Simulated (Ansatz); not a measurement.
Consider the formal exchange of groups at the Sb–C bond: `O=[C](S)[SbH2]` + `C#CO[SiH3]` → `[SiH3][O][SbH2]` + `C#CC(=O)S`.

Gas-phase electronic energies from Ansatz, PBE0-D4/def2-TZVP geometries. CBS: MP2 limit from def2 TZ/QZ plus the TZ coupled-cluster correction, frozen cores. Functionals use def2-TZVPP. B3LYP here is the variant with VWN-RPA as its local correlation; programs differ in this. Elements past krypton have def2 core potentials. For Sb outer-core shells are correlated without core-valence functions, which leaves a few kJ/mol of doubt a bond. One conformer a species, not always the lowest.

Q: Is it downhill or uphill in electronic energy at CCSD(T)/CBS, and by how much? (Best estimate.)

A: Ansatz gave: Downhill: ΔE = -1.01 eV.

Q: What do these levels give: LDA (SPW92), PBE-D4, PBE0-D4, BHLYP-D4, B3LYP, r2SCANh, HF/def2-SVP, MP2/def2-SVP, SCS-MP2/def2-TZVPP, HF/CBS(def2), MP2/CBS(def2), CCSD/CBS(def2)? (An estimate is asked.)

A: The calculation gave: LDA (SPW92) -0.74, PBE-D4 -0.83, PBE0-D4 -0.86, BHLYP-D4 -0.98, B3LYP -0.94, r2SCANh -0.93, HF/def2-SVP -0.99, MP2/def2-SVP -1.02, SCS-MP2/def2-TZVPP -1.08, HF/CBS(def2) -1.10, MP2/CBS(def2) -1.05, CCSD/CBS(def2) -1.03 eV.

Largest T1 diagnostic among the species: 0.017.

In def2-TZVPP, CCSD(T) changes the Hartree–Fock value by +0.08 eV (the triples alone add +0.02 eV) and MP2 by +0.04 eV. Leaving LDA and LC-ωPBE aside and taking each functional with its dispersion term where it has one, the values, not all of them listed here, spread over 0.28 eV, from B97M-V to PBE-D4. LDA lies +0.10 eV from PBE without D4. From BLYP to BHLYP (50 % exact exchange), in def2-TZVPP and without D4, ΔE moves by −0.07 eV.
